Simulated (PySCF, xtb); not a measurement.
Mg(H)(SiH3) (H4MgSi), SMILES [MgH][SiH3].

GFN2-xTB in xtb at its own geometry gives an orbital gap of 3.35 eV and a dipole moment of 1.67 D.

Geometry optimised at TPSSh-D3(BJ)/def2-TZVP.

Task: What does PySCF with HF/def2-TZVPD give? (The exact figures need the calculation; the answer reports its results.)

Result: gap 9.87 eV (levels -9.13 and 0.75 eV), dipole 0.58 D.
